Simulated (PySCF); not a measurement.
Species: C4H4F3O2 (doublet state).
Z-matrix (Å and degrees, GFN2-xTB geometry), rows numbered from 1:
```
O 
C   1  1.1987
O   2  1.3437  1  125.50
C   3  1.3441  2  120.08  1    -0.34
C   4  1.4778  3  117.42  2   175.33
C   5  1.5359  4  111.66  3   -99.16
F   6  1.3404  5  111.41  4   179.61
F   6  1.3365  5  112.25  4    59.77
F   6  1.3375  5  112.12  4   -60.76
H   2  1.0974  1  125.98  3  -179.71
H   4  1.0779  3  118.74  2     3.15
H   5  1.0920  4  110.16  3    19.58
H   5  1.0934  4  111.25  3   142.03
```

The hyperfine couplings belong to this conformer and change with its torsions.

Identity: `O=CO[CH]CC(F)(F)F` [radical].

Computed, not measured: UKS B3LYP, pcH-1 on C F H O, non-relativistic, mean-field spin-orbit, GIAO (PySCF 2.14.0). Isolated species at its GFN2-xTB geometry (one conformer only). The geometry wasn't refined by DFT: couplings that depend on bond lengths, twists or pyramidal angles can differ widely from those at the functional's own minimum. The SCF solution wasn't tested for stability.

Give the principal g shifts and their parts.

```csv
Δg (ppm),1,2,3
relativistic mass correction,-186,-186,-186
gauge correction,5,42,43
orbital Zeeman/spin–orbit,17,968,1600
total,-165,824,1457
```

So g = 2.00215, 2.00314, 2.00378 and g_iso = 2.00302; the tensor is rhombic: the two nearest values differ by 39 % of g3 − g1. Axes: g3 points within 10° of the C4–C5 bond.

What effective moment and Curie constant follow for a powder?

With the mean of g² = 4.0121 and S(S+1) = 0.75: μ_eff = √(⟨g²⟩S(S+1)) = 1.735 μB and χT = 0.12505·⟨g²⟩·S(S+1) = 0.376 cm³ K/mol (cgs; spin-Hamiltonian part alone).

What are the electron Larmor frequencies g μB B/h along the three axes at 350 mT?

9.8079, 9.8128, 9.8159 GHz for g1, g2 and g3, a range of 7.9 MHz.

In a frozen sample, at which fields do the three g values resonate at 9.5, 34, 94 and 263 GHz (hyperfine left aside), and which band first spreads them over more than twice a line width of 1.0 mT?

```
band    GHz  B(g3) mT  B(g2) mT  B(g1) mT  spread mT
   X    9.5    338.74    338.84    339.01       0.27
   Q   34.0   1212.32   1212.71   1213.30       0.98
   W   94.0   3351.71   3352.77   3354.43       2.71
   J  263.0   9377.67   9380.63   9385.27       7.60
```

The spread grows in proportion to the frequency. W band is the first where it exceeds 2.0 mT.

The Mulliken spin populations are largest on C4 (+0.92) and C5 (-0.08). C4 is the only atom above +0.15. The angles at C4 add up to 359.5°, so it is planar; its axial dipolar tensor and the negative coupling of its proton fit spin in a p orbital normal to that plane.

The HOMO–LUMO gaps are 5.32 eV among the α and 6.05 eV among the β orbitals.
